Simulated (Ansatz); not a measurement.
GeH$_{7}$NSSi, SMILES `N[SiH2][S][GeH3]`. Charge 0, multiplicity 1.

Z-matrix (Å, degrees):
```
Si
S 1 2.147
N 1 1.708 2 113.0
H 1 1.484 2 109.3 3 119.4
H 1 1.486 2 107.5 3 -120.8
Ge 2 2.222 1 97.0 3 165.2
H 3 1.008 1 120.3 2 -64.4
H 3 1.007 1 119.6 2 79.7
H 6 1.533 2 106.4 1 162.7
H 6 1.538 2 109.6 1 43.2
H 6 1.536 2 110.1 1 -77.4
```

Question: What are the harmonic wavenumbers in cm⁻¹ at PBE0-D4/def2-TZVP (Ansatz, finite differences of forces, unscaled)? (Estimate.)

Answer: The calculation gave: 26, 53, 96, 191, 218, 402, 428, 490, 536, 570, 587, 733, 829, 863, 870, 876, 892, 909, 945, 1583, 2147, 2157, 2177, 2216, 2232, 3602, 3696.

Question: Is this a minimum?

Answer: Yes, all 27 modes are real.

Question: Give the ideal-gas thermochemistry at 298.15 K and 1 bar (rigid rotor, harmonic oscillator; point group C1, symmetry number 1).

Answer: Zero-point energy 181.4 kJ/mol; H(298) − E = 205.6 kJ/mol; entropy 388.9 J/(mol·K), of which translation 171.7, rotation 117.2, vibration 100.1; G(298) − E = 89.6 kJ/mol. Modes under 100 cm⁻¹ are hindered rotations or soft bends, so the harmonic entropy is rough.

Question: And at 400, 500, 600, 800 and 1000 K?

Answer: 
```
T (K)  H − E (kJ/mol)  S (J/mol/K)  G − E (kJ/mol)
  400           219.3        428.5            48.0
  500           234.7        462.8             3.4
  600           251.6        493.5           -44.5
  800           288.6        546.6          -148.7
 1000           329.0        591.6          -262.6
```
